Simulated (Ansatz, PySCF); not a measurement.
Pair of molecules: CHN (SMILES C#N) (first 3 atoms) with C2H6O (SMILES COC); geometry from B3LYP-D3(BJ)/def2-TZVP.
(charge 0, multiplicity 1):
| atom | x (Å) | y (Å) | z (Å) |
|---|---|---|---|
| C | -0.2934 | 0.1884 | -0.3061 |
| N | -0.3619 | 0.3099 | -1.4448 |
| H | -0.2267 | 0.0738 | 0.7655 |
| C | 0.0902 | -1.3856 | 3.3283 |
| O | -0.1038 | -0.1346 | 2.6953 |
| C | -0.0513 | 0.9579 | 3.5935 |
| H | -0.6866 | -1.5706 | 4.0790 |
| H | 1.0716 | -1.4334 | 3.8138 |
| H | 0.0336 | -2.1530 | 2.5582 |
| H | -0.8339 | 0.8772 | 4.3565 |
| H | -0.2096 | 1.8652 | 3.0131 |
| H | 0.9242 | 1.0130 | 4.0901 |

Interaction energies are E(AB) − E(A) − E(B) at the monomers' geometry in the complex; basis-set methods are counterpoise corrected.

Rows in 6-31G* carry no dispersion term and start afresh at each structure (6-31G* with six Cartesian d functions).

Run with Ansatz (a first-principles code) with Gaussian orbitals; PySCF for 6-31G* rows, the dispersion terms. Values without a source in brackets are computed.

One of these levels gives -6.92 kcal/mol for the interaction energy. Name it.
A) HF/6-31G*
B) BHLYP-D3(BJ)/def2-TZVPPD
C) B3LYP-D4/def2-TZVPPD

B, BHLYP-D3(BJ)/def2-TZVPPD. The others give -5.26 (HF/6-31G*), -6.14 (B3LYP-D4/def2-TZVPPD)
